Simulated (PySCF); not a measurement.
# Ar⁵⁺: ionisation energy

Ar⁵⁺ [Ne] 3s2 3p1 (2P) → Ar⁶⁺ [Ne] 3s2 (1S), as a difference of total energies. Computed with PySCF 2.14 in an even-tempered Gaussian basis (20 s from 0.09 bohr⁻², ratio 2.5; 13 p from 0.12 bohr⁻², ratio 2.5; 5 d from 1.2 bohr⁻², ratio 2.7; 5 f from 1.8 bohr⁻², ratio 2.7), with the spin-free X2C one-electron Hamiltonian (Gaussian nucleus). Correlated levels: outer shells: 1s2 frozen; virtual orbitals above 40 to 60 times the deepest correlated orbital energy dropped. The calculations carry no spin-orbit coupling.

```
                method  ionisation energy (eV)  difference from reference (eV)
                   UHF                  90.347                          -0.943
    MP2 (outer shells)                  90.819                          -0.471
SCS-MP2 (outer shells)                  90.785                          -0.505
   CCSD (outer shells)                  90.929                          -0.361
CCSD(T) (outer shells)                  90.948                          -0.342
```

Reference: 91.29 ± 0.01 eV (measured; NIST Atomic Spectra Database, ionization energies).

The reference lies between the lowest fine-structure levels, while these numbers refer to the centres of the terms.
